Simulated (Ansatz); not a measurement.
B$_{2}$H$_{5}$NOSi (`O[SiH]1BNB1`). Total charge 0; spin multiplicity 1.

```xyz
10

O     1.3711   -1.8887   -0.5863
Si    0.7239   -0.5969    0.2179
B     0.2145    1.1463   -0.6487
N    -1.0184    1.1591    0.0774
B    -1.2443   -0.2153    0.4058
H     2.0467   -2.3909   -0.1309
H     1.4512   -0.3863    1.5043
H     0.4929    1.9528   -1.4856
H    -1.7042    1.9038    0.0896
H    -2.3335   -0.6839    0.5564
```

(1) List the harmonic frequencies (cm⁻¹, unscaled) at PBE0-D4/def2-TZVP in Ansatz. (Estimate.)

(2) Is this a minimum?

(3) Give the ideal-gas thermochemistry at 298.15 K and 1 bar (rigid rotor, harmonic oscillator; point group Cs, symmetry number 1).

## Answers

(1) Computed: 36, 158, 246, 261, 432, 594, 619, 674, 717, 782, 816, 849, 905, 922, 938, 997, 1113, 1255, 1326, 2182, 2631, 2638, 3564, 3937.

(2) Yes, all 24 modes are real.

(3) Zero-point energy 171.0 kJ/mol; H(298) − E = 190.7 kJ/mol; entropy 335.4 J/(mol·K), of which translation 164.2, rotation 108.3, vibration 62.8; G(298) − E = 90.8 kJ/mol. Modes under 100 cm⁻¹ are hindered rotations or soft bends, so the harmonic entropy is rough.
